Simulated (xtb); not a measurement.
Input file for xtb: GFN-FF on HCl (SMILES Cl).

```
$ xtb mol.xyz --gfnff --sp --chrg 0 --uhf 0
2

Cl    -0.00000000    -0.00000000     0.64100645
H      0.00000000     0.00000000    -0.64100645
```

It printed:

```
[...]
           -------------------------------------------------
          |                Calculation Setup                |
           -------------------------------------------------



          ==================== Thresholds ====================
          CN  :   150.00000
          rep :   500.00000
          disp:  2500.00000
          HB1 :   250.00000
          HB2 :   450.00000

          Pauling EN used:
          Z : 1  EN :  2.20
          Z :17  EN :  3.16
          electric field strengths (au): 0.000

           -------------------------------------------------
          |           Force Field Initialization            |
           -------------------------------------------------

          distances ...
          ----------------------------------------
          generating topology and atomic info file ...
          pair mat ...
          computing topology distances matrix with Floyd-Warshall algo ...
          making topology EEQ charges ...
          #fragments for EEQ constrain: 1
          ----------------------------------------
          generating topology and atomic info file ...
          pair mat ...
          computing topology distances matrix with Floyd-Warshall algo ...
          making topology EEQ charges ...
          #fragments for EEQ constrain: 1
          rings ...
          # BATM   0
          # H in HB   1

  atom   neighbors  erfCN metchar sp-hybrid imet pi  qest     coordinates
    1  Cl      1    0.98   0.00         0    0    0  -0.118   -0.000000   -0.000000    1.211327
    2  H       1    0.98   0.00         0    0    0   0.118    0.000000    0.000000   -1.211327

          #atoms :   2
          #bonds :   1
          #angl  :   0
          #tors  :   0
          #nmol  :   1
          #optfrag :   1
           -------------------------------------------------
          |                   G F N - F F                   |
          |          A general generic force-field          |
          |                  Version 1.0.3                  |
           -------------------------------------------------
          Number of HB bonds (bound hydrogen)     0
          Number of HB bonds (unbound hydrogen)   0
          Number of XB bonds                      0

 E+G (total)                   0 d,  0 h,  0 min,  0.000 sec
 distance/D3 list               ...        0 min,  0.000 sec (  1.408%)
 non bonded repulsion           ...        0 min,  0.000 sec (  4.530%)
 dCN                            ...        0 min,  0.000 sec (  2.563%)
 EEQ energy and q               ...        0 min,  0.000 sec ( 19.307%)
 D3                             ...        0 min,  0.000 sec ( 22.207%)
 EEQ gradient                   ...        0 min,  0.000 sec ( 11.916%)
 bonds                          ...        0 min,  0.000 sec (  7.860%)
 bend and torsion               ...        0 min,  0.000 sec (  1.551%)
 bonded ATM                     ...        0 min,  0.000 sec (  0.917%)
 HB/XB (incl list setup)        ...        0 min,  0.000 sec ( 15.122%)

         :::::::::::::::::::::::::::::::::::::::::::::::::::::
         ::                     SUMMARY                     ::
         :::::::::::::::::::::::::::::::::::::::::::::::::::::
         :: total energy              -0.094666764418 Eh    ::
         :: gradient norm              0.016146612908 Eh/a0 ::
         ::.................................................::
         :: bond energy               -0.094894680135 Eh    ::
         :: angle energy               0.000000000000 Eh    ::
         :: torsion energy             0.000000000000 Eh    ::
         :: repulsion energy           0.006016023898 Eh    ::
         :: electrostat energy        -0.005647689032 Eh    ::
Note: The following floating-point exceptions are signalling: IEEE_UNDERFLOW_FLAG IEEE_DENORMAL
normal termination of xtb
         :: dispersion energy         -0.000140419149 Eh    ::
         :: HB energy                  0.000000000000 Eh    ::
         :: XB energy                  0.000000000000 Eh    ::
         :: bonded atm energy          0.000000000000 Eh    ::
         :: external energy            0.000000000000 Eh    ::
         :: add. restraining           0.000000000000 Eh    ::
         :: total charge               0.000000000000 e     ::
         :::::::::::::::::::::::::::::::::::::::::::::::::::::

           -------------------------------------------------
          |                Property Printout                |
           -------------------------------------------------

molecular dipole:
                 x           y           z       tot (Debye)
 q only:        0.000       0.000      -0.341       0.868

           -------------------------------------------------
          | TOTAL ENERGY               -0.094666764418 Eh   |
          | GRADIENT NORM               0.016146612908 Eh/α |
           -------------------------------------------------
########################################################################
[WARNING] Runtime exception occurred
-1- gfnff_setup: Could not read topology file.
########################################################################

------------------------------------------------------------------------
------------------------------------------------------------------------
 total:
 SCF:
```

The run finished.

Cost: about 0.010 core-seconds (a rough figure).
